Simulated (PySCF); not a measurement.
Spin states and ions at one geometry of [Pb(NH2)2]2+

PySCF 2.14.0, RKS PBE, Pb def2-SVP with ECP60, N def2-SVP, H def2-SVP; non-relativistic Hamiltonian with scalar-relativistic core potentials where named; density fitting; no spin-orbit coupling; singlets restricted, open shells unrestricted. The geometry is relaxed for charge +2, singlet, vacuum:

```xyz
7

Pb    0.0000    0.0000   -0.1503
N     1.9778   -0.1033    0.8210
H     2.6898   -0.6261    0.2525
H     2.3898    0.8433    1.0199
N    -1.9778    0.1033    0.8210
H    -2.6898    0.6261    0.2525
H    -2.3898   -0.8433    1.0199
```

Energies count from the relaxed state; an electron taken off or put on is at rest in vacuum. Charges and spins are Mulliken's.

```csv
state,energy (eV),spin squared,charge on Pb1 (e),spin on Pb1 (e),dipole about the centre of mass (D)
"charge +2, singlet, vacuum",0.00,0.00,1.29,0.00,1.03
"charge +2, triplet, vacuum",0.05,2.01,1.25,0.11,1.87
"charge +1, doublet, vacuum",-14.12,0.76,0.91,0.04,0.53
```

Problem. What does the state charge +3, doublet, vacuum give?

Solution. energy (eV) 21.34, spin squared 1.06, charge on Pb1 (e) 1.62, spin on Pb1 (e) -0.21, dipole about the centre of mass (D) 3.40.

With an electron taken off (doublet) the charges change, summed by element, by Pb +0.32 e, N +0.42 e, H +0.26 e. The vertical ionisation energy is 21.34 eV, against −ε(HOMO) = 18.39 eV of the relaxed state. The level lies 3.0 eV too high, as is usual for semilocal functionals and global hybrids, which keep a self-interaction error.

With an electron put on (doublet) the charges change, summed by element, by Pb -0.39 e, N -0.32 e, H -0.29 e. The vertical electron affinity is 14.12 eV, against −ε(LUMO) = 17.31 eV of the relaxed state.

Open shells may have lower solutions than those found. Spin squared well over S(S+1) tells of spin contamination.
